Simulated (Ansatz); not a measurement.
A set of 12 reactions (ligand exchange), with CCSD(T)/CBS values in kJ/mol:

```json
{"reaction": "`CCN([SiH3])P` + `[OH][SbH2]` → `P[O][SbH2]` + `CCN[SiH3]`", "ΔE": "-0.3"}
{"reaction": "`C=[CH][AlH][SiH2]Cl` + NH₃ → `C=[CH][AlH][NH2]` + `[SiH3]Cl`", "ΔE": "-90.4"}
{"reaction": "`NC(F)([SiH3])S` + `[OH][Mg][F]` → `[F][Mg][O][SiH3]` + `NC(F)S`", "ΔE": "-133.7"}
{"reaction": "`N[SiH2][SiH](F)[SiH3]` + `N[Si](O)(O)O` → `N[SiH2]O[Si](N)(O)O` + `F[SiH2][SiH3]`", "ΔE": "-139.0"}
{"reaction": "`BCC1CO1` + `S[CH2][GeH3]` → `BS[CH2][GeH3]` + `CC1CO1`", "ΔE": "-109.4"}
{"reaction": "`S[SiH](Cl)CCl` + NH₃ → `N[SiH](S)CCl` + HCl", "ΔE": "39.6"}
{"reaction": "`[SiH3][O][Zn][Cl]` + H–F → `[F][Zn][Cl]` + `O[SiH3]`", "ΔE": "-4.7"}
{"reaction": "`BC#CBO` + `[SiH3]N[SiH3]` → `OBN([SiH3])[SiH3]` + `BC#C`", "ΔE": "-58.5"}
{"reaction": "`F[SiH3]` + `NCF` → `FCN[SiH3]` + H–F", "ΔE": "85.7"}
{"reaction": "`Cl[SiH2][S][GeH3]` + NH₃ → `N[SiH2][S][GeH3]` + HCl", "ΔE": "41.9"}
{"reaction": "`[CH3][Al]([AlH2])[SiH3]` + `C/N=C/[SeH]` → `C/N=C\\[Se][AlH2]` + `[CH3][AlH][SiH3]`", "ΔE": "-120.8"}
{"reaction": "`N[Si@H](F)O[Si@@H](N)O` + `N[SiH](N)F` → `N[Si@H](O)N[Si@@H](N)F` + `N[SiH](O)F`", "ΔE": "52.3"}
```

Computed with Ansatz on PBE0-D4/def2-TZVP structures; ΔE is electronic, products minus reactants. CBS: MP2 limit from def2 TZ/QZ plus the TZ coupled-cluster correction, frozen cores. This one scheme is used for every species. Double bonds are as drawn, so ΔE can hold a change between cis and trans. Functionals use def2-TZVPP. B3LYP here is the variant with VWN-RPA as its local correlation; programs differ in this. Elements past krypton have def2 core potentials. For Ge, Mg, Sb, Se, Zn outer-core shells are correlated without core-valence functions, which leaves a few kJ/mol of doubt a bond. Scalar relativity is left out up to krypton. Each species was taken in one conformer, which may not be the lowest.

(1) Give the mean, mean absolute and largest difference (level minus CCSD(T)/CBS, kJ/mol) for: PBE-D4, PBE0-D4, B3LYP-D4, ωB97M-V, B2PLYP, PBE, r2SCAN, HF/def2-TZVPP, SCS-MP2/def2-TZVPP, CCSD(T)/def2-TZVPP, HF/def2-QZVPP, SCS-MP2/def2-QZVPP, MP2/CBS(def2), CCSD/CBS(def2). (Estimate.)

The largest T1 diagnostic in the set is 0.016, for `BC#CBO` (customary mark 0.02).

CCSD(T)/CBS is a level of theory with its own doubt, and the functionals carry their triple-zeta basis error, so these figures describe this set and don't rank the functionals.

## Answers

(1) Computed: 
```tsv
level	mean	mean absolute	largest
PBE-D4	5.4	10.4	25.7
PBE0-D4	4.1	6.7	16.9
B3LYP-D4	0.6	2.9	9.0
ωB97M-V	-0.8	2.9	-5.8
B2PLYP	-0.5	4.4	9.1
PBE	5.8	10.8	28.8
r2SCAN	1.0	4.2	11.8
HF/def2-TZVPP	-1.8	14.2	-33.5
SCS-MP2/def2-TZVPP	-2.1	3.8	-10.7
CCSD(T)/def2-TZVPP	-0.4	2.4	6.3
HF/def2-QZVPP	-2.3	15.5	-36.4
SCS-MP2/def2-QZVPP	-2.1	3.9	-10.9
MP2/CBS(def2)	-1.8	4.2	-13.8
CCSD/CBS(def2)	0.0	2.5	-4.9
```
